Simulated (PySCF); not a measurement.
## Polarisability and C₆ of O³⁺ (oxygen, charge +3)

[He] 2s2 2p1, 2P determinant. Computed with PySCF 2.14 in def2-TZVPPD, with no relativity, point nucleus. Coupled (time-dependent) response in atomic units; α is the mean over directions.

| method | mean α (bohr³) | α xx, yy, zz | C₆ (like pair) | S(−4) |
| --- | --- | --- | --- | --- |
| UHF | 1.417 | 1.496, 1.260, 1.496 | 1.324 | 3.009 |
| PBE | 1.349 | 1.431, 1.183, 1.431 | 1.253 | 2.388 |
| PBE0 | 1.360 | 1.443, 1.193, 1.443 | 1.266 | 2.453 |
| HSE06 | 1.364 | 1.446, 1.198, 1.446 | 1.269 | 2.488 |

S(−4) is the Cauchy moment in α(ω) = α(0) + S(−4) ω² + …

α(iu) at PBE0:

```csv
u (hartree),α(iu) (bohr³)
0,1.360
0.0500,1.353
0.100,1.336
0.200,1.271
0.300,1.180
0.500,0.9775
0.750,0.7597
1.00,0.6021
1.50,0.4082
2.00,0.2977
3.00,0.1788
5.00,0.08383
```

A single London oscillator, α(iu) = α/(1 + u²/ω²), gives C₆ = (3/4) ω α². Matching the computed C₆ needs ω = 4 × 1.266 / (3 × 1.360²) = 0.913 hartree.

For an ion, C₆ is the dispersion term alone; charge-induced terms of lower order in 1/R come first.

The components differ because the open shell of this determinant is not spherical; for a pure term their mean is the scalar polarisability.
